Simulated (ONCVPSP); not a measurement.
**germanium (Ge): one change to an ONCV potential, before and after**

germanium, optimised norm-conserving Vanderbilt (ONCV), made with ONCVPSP 4.0.1 (PBE, scalar-relativistic). Core [Ne], reference 3s2 3p6 3d10 4s2 (charge +2). Waves: 3s+4s: rc 1.00 bohr, ncon 4, nbas 8, qcut 13.1 1/bohr, 2 projectors; 3p: rc 0.60 bohr, ncon 5, nbas 9, qcut 15.7 1/bohr, 2 projectors, debl 0.6 Ha; 3d: rc 1.30 bohr, ncon 4, nbas 9, qcut 11.2 1/bohr, 2 projectors, debl 2.5 Ha. Local part: polynomial inside 0.40 bohr (lpopt 5, dvloc0 0 Ha). Core correction: Teter function, fcfact 5.5, rcfact 1.

In the p channel the program set the typed energies aside and used -4.982, 0.250 Ha.

Change: s: qcut 10.3; p: qcut 12.3; d: qcut 8.8.

Cutoffs: the cutoffs (Ha) at which the residual kinetic energy of the hardest occupied pseudo-wave falls to 1 and 0.1 mHa per electron; they do not see the model core or the augmentation charge, which bear on the density cutoff. Errors are all-electron minus pseudo energies relative to the spin-unpolarised reference configuration.

Question: Predict the effect on cutoff, ghosts and configuration errors.

Answer: The potential gets harder (119 Ha and 326 Ha → 330 Ha and 655 Ha); of the 4 tests that both files solve, the error grows in 2 and shrinks in 0 by more than 15 % and 0.3 meV (median size 1.9 → 2.4 meV); the range in which the d phases agree narrows (upper end 5.0 → 1.9); neither file shows a bound ghost.

| quantity | base | changed |
| --- | --- | --- |
| cutoff, loose | 119 Ha | 330 Ha |
| cutoff, tight | 326 Ha | 655 Ha |
| loose cutoff by channel | s 60 Ha, p 119 Ha, d 56 Ha | s 44 Ha, p 330 Ha, d 168 Ha |
| bound ghosts | none | none |
| GHOST(+) flags under 300 eV | s at 253.4 eV | s at 193.3 eV |
| error for 3s2 3p6 3d10 4s2 4p2, meV [ΔE -22.88 eV] | +2.2 | +1.9 |
| error for 3s2 3p6 3d10 4s2 4p1, meV [ΔE -15.44 eV] | +1.5 | +1.3 |
| error for 3s2 3p6 3d10 4s1, meV [ΔE 34.79 eV] | -5.7 | -9.9 |
| error for 3s2 3p6 3d10 4s0 4p4, meV [ΔE -6.69 eV] | -0.4 | -2.9 |
| s: phases at 1.01 bohr within 0.05 rad from the reference energy up to (Ha; the scan ends near 5) | to the end of the scan | 4.6 |
| p: phases at 0.61 bohr within 0.05 rad from the reference energy up to (Ha; the scan ends near 5) | to the end of the scan | to the end of the scan |
| d: phases at 1.32 bohr within 0.05 rad from the reference energy up to (Ha; the scan ends near 5) | 5.0 | 1.9 |
| rms error of d²Exc/dni dnj with the model core, mHa | 1.06 | 2.75 |
